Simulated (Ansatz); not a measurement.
Program: Ansatz. Geometries: PBE0-D4/def2-TZVP. ΔE: electronic, gas phase. CCSD(T)/CBS adds triple-zeta CCSD(T) − MP2 to the extrapolated MP2 energy (def2 sets, frozen cores). Functionals use def2-TZVPP. B3LYP here is the variant with VWN-RPA as its local correlation; programs differ in this. Each species was taken in one conformer, which may not be the lowest.

Consider the formal exchange of groups at the Si–B bond: `BB[SiH](O)C=N` + `COC` → `N=C[SiH2]O` + `BBCOC`.

`BB[SiH](O)C=N`:

Z-matrix (Å, degrees):
```
Si
B 1 2.013
C 1 1.898 2 111.7
O 1 1.643 2 115.4 3 -118.1
H 1 1.496 2 106.2 3 117.5
B 2 1.610 1 119.0 3 128.2
H 2 1.200 1 114.9 3 -52.8
N 3 1.271 1 114.5 2 -123.6
H 3 1.099 1 123.1 2 56.5
H 4 0.969 1 109.8 2 125.0
H 6 1.200 2 122.5 1 86.7
H 6 1.201 2 121.2 1 -89.4
H 8 1.021 3 113.1 1 -179.5
```

`COC`:

Z-matrix (Å, degrees):
```
C
O 1 1.399
H 1 1.090 2 107.7
H 1 1.100 2 111.6 3 119.4
H 1 1.100 2 111.6 3 -119.4
C 2 1.399 1 112.1 3 -180.0
H 6 1.100 2 111.6 1 60.6
H 6 1.090 2 107.7 1 -179.9
H 6 1.100 2 111.6 1 -60.5
```

`N=C[SiH2]O`:

```xyz
9

N    -1.394   -0.254   -0.697
C    -0.809    0.499    0.144
Si    1.017    0.079    0.419
O     1.295   -1.196   -0.569
H    -2.377   -0.013   -0.831
H    -1.330    1.317    0.660
H     1.250   -0.259    1.847
H     1.864    1.251    0.071
H     0.483   -1.425   -1.044
```

`BBCOC`:

```xyz
13

B    -2.113   -1.787   -0.362
B    -1.234   -0.417   -0.552
C     0.128   -0.058    0.113
O     0.627    1.203   -0.258
C     1.851    1.496    0.355
H    -1.989   -2.730   -1.095
H    -2.976   -1.881    0.467
H    -1.716    0.397   -1.300
H     0.013   -0.124    1.212
H     0.859   -0.853   -0.129
H     2.164    2.483    0.015
H     1.762    1.508    1.451
H     2.625    0.763    0.083
```

(1) Is it downhill or uphill in electronic energy at CCSD(T)/CBS, and by how much? (Best estimate.)

(2) What do these levels give: B3LYP-D4, ωB97M-V, HF/def2-TZVPP, CCSD/def2-TZVPP, CCSD(T)/def2-TZVPP, HF/def2-QZVPP? (Estimate.)

Largest T1 diagnostic among the species: 0.014.

## Answers

(1) Computed: Nearly level: ΔE = -1.1 kJ/mol.

(2) Ansatz gave: B3LYP-D4 2.0, ωB97M-V -4.9, HF/def2-TZVPP -10.6, CCSD/def2-TZVPP -2.9, CCSD(T)/def2-TZVPP -1.2, HF/def2-QZVPP -10.9 kJ/mol.

From PBE to PBE0 (25 % exact exchange), in def2-TZVPP and without D4, ΔE moves by −4.6 kJ/mol. In def2-TZVPP, CCSD(T) changes the Hartree–Fock value by +9.4 kJ/mol (the triples alone add +1.7 kJ/mol) and MP2 by +5.5 kJ/mol.
